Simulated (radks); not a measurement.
Valence configurations of Nd III (all share [Xe]). Method: Dirac Kohn-Sham, PBEsol, spin-unpolarised, spherical densities, point nucleus; open shells fill j = l - 1/2 first; computed with a radial shooting solver on a logarithmic mesh with Libxc functionals. Energies are relative to 4f4; eigenvalues in eV.

valence          E (eV)  e(4f5/2)  e(5d3/2)  e(6p1/2)  e(6s1/2)
4f4               0.000   -14.692         -         -         -
4f3.5 6s0.5       1.407   -18.550         -         -   -14.288
4f3 5d1           2.956   -20.167   -15.131         -         -
4f3 6s1           4.331   -22.842         -         -   -15.337
4f3 6p1           8.073   -23.781         -   -12.115         -
4f2 5d2          10.394   -26.632   -16.649         -         -
4f2.5 6s0.5 6p1  12.945   -28.417         -   -12.847   -16.805
4f2 6s2          15.563   -32.471         -         -   -17.261
4f2 6s1 6p1      19.746   -33.370         -   -13.534   -17.721
5d2 6s2          51.311         -   -23.910         -   -18.366

NIST lists [Xe] 4f4 as the ground configuration; this level of theory agrees among the configurations tried. The energies are those of spherical spin-averaged densities, not of single terms.
